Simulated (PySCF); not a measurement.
Species: C₅H₆FNS.
SMILES: `CCc1sncc1F`

The closed-shell SCF was solved with PySCF and density fitting under several settings on one GFN2-xTB geometry (grid level 2 and gas phase unless stated).

| settings | basis functions | SCF cycles | E (Eh) | HOMO (eV) | LUMO (eV) | dipole (D) |
| --- | --- | --- | --- | --- | --- | --- |
| PBE0/pcSseg-1 | 173 | 14 | -746.3234 | -7.45 | -1.04 | 2.18 |
| PBE0/def2-SVPD | 218 | 14 | -746.0249 | -7.46 | -1.12 | 2.16 |

Question: Estimate the row for these settings: wB97X/pcSseg-1, grid level 3.

Answer: 
```
                    settings  basis functions  SCF cycles     E (Eh)  HOMO (eV)  LUMO (eV)  dipole (D)
wB97X/pcSseg-1, grid level 3              173          15  -746.7580      -9.69       1.03        2.19
```

Question: Over all rows, what range does the HOMO–LUMO gap span?

Answer: From 6.34 eV (PBE0/def2-SVPD) to 10.72 eV (wB97X/pcSseg-1, grid level 3). The functional of the narrowest has 25 % exact exchange, that of the widest range-separated exact exchange.

Question: Compare two rows with the functional PBE0: PBE0/pcSseg-1 and PBE0/def2-SVPD. Which energy is lower, and by how much?

Answer: PBE0/pcSseg-1 (173 functions) lies 0.2985 Eh or 187 kcal/mol below PBE0/def2-SVPD (218 functions). The smaller set gives the lower energy; the two sets aren't nested, so the variational bound doesn't order them by size.

Cycle counts include a coarse-grid stage where the run had one.

Shape of the structure used: `[CH3:1][CH2:2][c:3]1[s:4][n:5][cH:6][c:7]1[F:8]`: C1–C2–C3–S4 56°.

One conformer stands for the species.
